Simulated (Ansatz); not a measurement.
Atomisation energy: 9 cases among radicals of silicon compounds with O, N or halogens, in kcal/mol. Structures are relaxed separately at B3LYP-D3(BJ)/def2-TZVP in Ansatz (a program for electronic structure), one conformer each, not searched for the lowest. Cores are frozen in the correlated levels unless marked. UHF or UKS for open shells. Spin-orbit coupling is left out. Non-relativistic. Atomisation energies are electronic, to ground-state atoms; the column to compare with has the core term from cc-pwCVTZ added, other frozen-core levels have none. The column to compare with is coupled cluster with Ansatz, a level with limits of its own, on species with small T1 and stable references: CCSD(T)/CBS(cc-pV(T+d)Z,cc-pV(Q+d)Z). CBS marks a two-point X^-3 extrapolation of the correlation energy; Hartree-Fock from the larger set.

The cases are a random draw of a share (10 cases) of this class's members that had been run, up to Cl and in the lowest spin state found, with this coupled-cluster level, T1 under 0.025 (0.045 for open shells), stable and nearly pure references and no caution of the program. Left out: atoms, ions and triplets as subjects, saddle points, species that the lists mark as multireference, runs with a caution of the program, species with a measured enthalpy of formation or without the core term.

```csv
species (SMILES),coupled cluster
[O][Si](O)(O)O,777.1
[CH2][Si](C)(O)O,1117.3
C[Si](C)[SiH2]Cl,1067.1
[CH2][Si](C)(N)N,1224.1
N[SiH]N[SiH3],844.2
CO[SiH2][O],765.4
O[Si]([SiH2])([SiH3])[SiH3],1005.1
[NH][Si](N)(O)O,894.1
[SiH2]O[SiH2]O[SiH3],984.2
```

How does PBE/def2-TZVPD (Ansatz) fare on this set: sign, size and spread of its differences?

PBE lies above in 5 of 9 cases and within 1 kcal/mol in 1; its mean signed difference is -2.98, the median 0.40, the mean absolute difference 7.78, and the range -24.0 to 7.2 kcal/mol.
| species (SMILES) | difference of PBE/def2-TZVPD (Ansatz) |
|---|---|
| [O][Si](O)(O)O | 2.0 |
| [CH2][Si](C)(O)O | 0.4 |
| C[Si](C)[SiH2]Cl | -2.3 |
| [CH2][Si](C)(N)N | 6.9 |
| N[SiH]N[SiH3] | -3.5 |
| CO[SiH2][O] | 5.1 |
| O[Si]([SiH2])([SiH3])[SiH3] | -18.6 |
| [NH][Si](N)(O)O | 7.2 |
| [SiH2]O[SiH2]O[SiH3] | -24.0 |
